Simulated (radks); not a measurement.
Values are calculated unless marked as measured or tabulated.
Ar3+, 15 electrons, occupied as [Ne] 3s1 3p3 3d1 (not the ground configuration).

Level of theory: scalar-relativistic Kohn-Sham, SCAN, spin-polarised, spherical densities, finite nucleus; open shells are filled with parallel spins first; meta-GGA in the generalised Kohn-Sham scheme; Fermi nuclear charge, rms radius 3.4274 fm (a radial shooting solver on a logarithmic mesh with Libxc functionals).

Energy parts (eV):
part                      energy
total                 -14292.441
kinetic                14371.651
electron-nucleus      -33388.466
Hartree                 5538.403
exchange-correlation    -814.029

Orbitals (lengths in bohr, moments of r in powers of bohr; r(max) is where P^2 peaks; r(90%) holds 90 % of the orbital's charge):
| orbital | occ. | eigenvalue (eV) | r(90%) | r(max) |
|---|---|---|---|---|
| 1s up | 1 | -3190.242 | 0.153 | 0.05608 |
| 1s down | 1 | -3188.784 | 0.153 | 0.05607 |
| 2s up | 1 | -353.7524 | 0.642 | 0.3372 |
| 2s down | 1 | -352.5560 | 0.641 | 0.3379 |
| 2p up | 3 | -284.9948 | 0.620 | 0.2801 |
| 2p down | 3 | -283.0820 | 0.618 | 0.2808 |
| 3s up | 1 | -71.5996 | 1.88 | 1.126 |
| 3p up | 3 | -54.7965 | 2.06 | 1.186 |
| 3d up | 1 | -30.6395 | 2.52 | 1.278 |

The highest occupied level is 3d up at -30.639 eV. Spin moment in Bohr magnetons: 5. The density falls to 0.001 e/bohr^3 at r = 3.09 bohr. Summed over all electrons, <r^2> = 12.81 bohr^2, which gives a Langevin (diamagnetic) susceptibility term of -10.1 x 10^-6 cm^3/mol. The spin density at the nucleus is 21.69 e/bohr^3 (1s -0.45, 2s 0.85, 3s 21.29). The electron density at the nucleus is 4335 e/bohr^3 (large components only).

Empty levels of this run are not shown, since the potential may be unsettled where no density lies.
